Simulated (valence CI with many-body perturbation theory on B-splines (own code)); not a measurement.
**Sensitivity of CI+MBPT for Mn20+**

Computed by valence CI with perturbative core correlation (CI+MBPT): three valence electrons over a frozen Dirac-Fock core [He], a basis of 6 s, 6 p, 5 d, 3 f, 1 g functions for each j, with the one-electron correlation potential Σ1, the two-electron term Σ2, the three-electron term Σ3, Breit, model QED; selected CI, second order for the rest (own B-spline code, finite nucleus).

No measured levels were compared; by estimate levels of excited configurations hold to 0.05 to 0.15 % of their energy, terms of the ground configuration to about 0.5 %.

The reference run has the lowest level 2s2 2p 2P°_1/2 and an ionisation energy of 1643.43 eV. Its largest variational space holds 4257 state functions.

Names give the largest LS component (configuration and term), which can be under half, so a name can repeat, a term be missing and a line seem to break the LS rules; names also repeat where a configuration has a term twice.

Changed runs:
A. scale of Σ1 1 → 0.9
B. scale of Σ1 1 → 0; scale of Σ2 1 → 0; three-electron term on → off; QED terms on → off
C. three-electron term on → off
D. size limit of the variational space 10000 → 300; second order for the rest on → off (bad on purpose)

Excitation energies of the reference run in cm⁻¹, and shifts in cm⁻¹:

```tsv
Level	Reference	A	B	C	D
2s2 2p 2P°_3/2	99449	-12	-341	+3.7	+1092
2s 2p2 4P_1/2	379061	+132	+4362	-95	-940
2s 2p2 4P_3/2	424370	+125	+4145	-105	-317
2s 2p2 4P_5/2	470209	+119	+4028	-90	-432
2s 2p2 2D_3/2	687667	+121	+4938	+211	+1600
2s 2p2 2D_5/2	704443	+117	+4702	+190	+971
2s 2p2 2P_1/2	806658	+127	+6194	+394	+1000
2s 2p2 2S_1/2	911335	+113	+5427	+405	+834
2s 2p2 2P_3/2	925271	+116	+6815	+376	+2577
2p3 4S°_3/2	1177060	+259	+11432	+280	+1035
2p3 2D°_3/2	1311070	+256	+10871	+281	+2414
2p3 2D°_5/2	1335190	+252	+10725	+272	+2388
Ionisation energy (eV)	1643.43	-0.031	-0.25	+0.034	-0.24
```
